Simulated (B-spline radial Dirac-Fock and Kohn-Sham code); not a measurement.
# Core and valence levels of Yb²⁴⁺

System: Yb²⁴⁺, [Kr] 4d10; nuclear rms radius 5.3108 fm (A = 174).

Input file task.json (cfg lists n, l and occupation; rrms is the nuclear radius in fm):

```json
{"items": [{
  "Z": 70,
  "q": 24,
  "cfg": [[1, 0, 2], [2, 0, 2], [2, 1, 6], [3, 0, 2], [3, 1, 6], [3, 2, 10], [4, 0, 2], [4, 1, 6], [4, 2, 10]],
  "A": 174,
  "rrms": 5.3108,
  "do": ["binding"]
}]}
```

Run with: `python xray_run.py task.json out`

These are calculated numbers from a B-spline atomic structure program; the model is Dirac-Fock ΔSCF + Breit + QED. The model has no electron correlation. Energies are counted from the vacuum level.

All terms are in eV, carry their sign (relaxation lowers the binding energy) and add up to the binding energy; ⟨r⟩ is the mean radius of the orbital in the initial state.

```csv
subshell,−ε (Koopmans),relaxation,Breit,self-energy,vacuum polarisation,binding energy,⟨r⟩ (bohr)
1s,62456.6,-66.06,-190.94,-121.06,21.63,62100.2,0.020
2s,11341.6,-31.13,-21.02,-16.93,2.83,11275.3,0.083
2p1/2,10827.2,-35.53,-34.73,0.16,0.08,10757.1,0.069
2p3/2,9778.9,-32.81,-21.63,-1.11,-0.11,9723.3,0.076
3s,3207.7,-10.26,-3.83,-3.85,0.62,3190.4,0.215
3p1/2,2981.7,-11.10,-6.48,-0.02,0.02,2964.2,0.205
3p3/2,2754.2,-10.08,-3.77,-0.26,-0.03,2740.1,0.219
3d3/2,2375.6,-12.21,-2.74,0.30,-0.03,2360.9,0.192
3d5/2,2326.7,-11.81,-1.74,0.17,-0.03,2313.3,0.197
4s,1213.6,-1.84,-0.97,-1.04,0.17,1209.9,0.463
4p1/2,1117.6,-1.87,-1.62,0.00,0.00,1114.2,0.466
4p3/2,1057.1,-1.65,-0.90,-0.07,-0.01,1054.5,0.489
4d3/2,896.2,-1.71,-0.57,0.08,-0.01,894.0,0.491
4d5/2,884.0,-1.62,-0.31,0.04,-0.01,882.1,0.498
```

For the deepest level, K (1s), the Breit terms make up -0.307 % of the binding energy, QED -0.160 % and orbital relaxation -0.106 %.

Spin-orbit splittings: 2p 1033.9 eV, 3p 224.1 eV, 3d 47.63 eV, 4p 59.66 eV, 4d 11.82 eV.

Going to the tabulated ground configuration of the next ion removes an electron from N5 (4d5/2), computed at 882.1 eV. NIST lists 882 ± 4 eV as the ionisation energy of this species (theoretical), -0.14 eV from the computed value, within the stated uncertainty.
